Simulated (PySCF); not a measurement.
## Relaxation of singlet GaO₂⁻

Method: PySCF, PBE0, basis Ga def2-TZVPD, O def2-TZVPD (no relativity, density fitting). A (50,194) grid was used.

A hand-made bent start, of C2v symmetry, held to at least that symmetry:

```xyz
3
charge -1 multiplicity 1, angstrom
Ga    0.0000    0.0000   -0.3164
O     1.4253    0.0000    0.6816
O    -1.4253    0.0000    0.6816
```

(1) What forces act on the atoms at the start (eV/Å)?

(2) What does it relax to?

(3) How much energy is released, and in how many steps?

## Answers

(1) 
| atom | Fx | Fy | Fz |
| --- | --- | --- | --- |
| Ga1 | 0.00 | 0.00 | 3.43 |
| O2 | 0.96 | 0.00 | -1.71 |
| O3 | -0.96 | 0.00 | -1.71 |

(2) It ends at D∞h with Ga–O 1.684 Å (×2); O–Ga–O 180.0°. A frequency run shows a minimum. Other isomers or separated fragments may lie lower.

(3) 193.6 kJ/mol in 7 steps.

The relaxation took roughly 40 core-seconds on a shared host.
